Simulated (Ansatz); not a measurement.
`C=C[SiH](C)F` + SiH₄ → `C=C[SiH3]` + `C[SiH2]F` at 600 K and 1 bar (formal exchange of groups at a C–Si bond).

Calculated with Ansatz (gas phase, PBE0-D4/def2-TZVP geometries, no zero-point term in ΔE). CCSD(T)/CBS is the MP2 limit (def2-TZVPP, def2-QZVPP) plus CCSD(T) − MP2 in def2-TZVPP, frozen cores. This one scheme is used for every species. Each species was taken in one conformer, which may not be the lowest.

| species | CCSD(T)/CBS energy (Eh) | H − E (kJ/mol) | S (J/(mol·K)) |
| --- | --- | --- | --- |
| `C=C[SiH](C)F` | -507.30538 | 303.8 | 443.8 |
| SiH₄ | -291.46306 | 108.7 | 242.3 |
| `C=C[SiH3]` | -368.76077 | 221.4 | 355.7 |
| `C[SiH2]F` | -430.00374 | 191.4 | 351.0 |

H − E and S are ideal-gas, rigid-rotor, harmonic terms from PBE0-D4/def2-TZVP, for one conformer and one mirror image of each species. 1 Eh = 2625.50 kJ/mol, R = 8.31446 J/(mol·K).

Question: By hand: ΔE, ΔH, ΔS and ΔG.

Answer: ΔE = (-368.76077) + (-430.00374) − (-507.30538) − (-291.46306) = 0.00393 Eh = 10.3 kJ/mol. Δ(H − E) = 221.4 + 191.4 − 303.8 − 108.7 = 0.3, so ΔH = 10.6 kJ/mol. ΔS = 355.7 + 351.0 − 443.8 − 242.3 = 20.6 J/(mol·K). ΔG = 10.6 − 600 × (20.6)/1000 = -1.8 kJ/mol.

Question: By hand: the equilibrium constant, and the temperature at which ΔG would vanish if ΔH and ΔS stayed fixed.

Answer: log₁₀ K = −ΔG/(RT ln 10) = 0.2. ΔG = 0 at ΔH/ΔS = 515 K.

TΔS isn't small against ΔH here. The sign of ΔG lies within the doubt. A doubt of 5 kJ/mol in ΔE shifts log₁₀ K by 0.4 here. Other conformers and mirror images would add mixing entropy, several J/(mol·K) or more a flexible species. These are equilibria of isolated gas molecules and say nothing of rates. Largest T1 diagnostic: 0.011 (customary marks: 0.02 for closed shells, 0.045 for open ones).
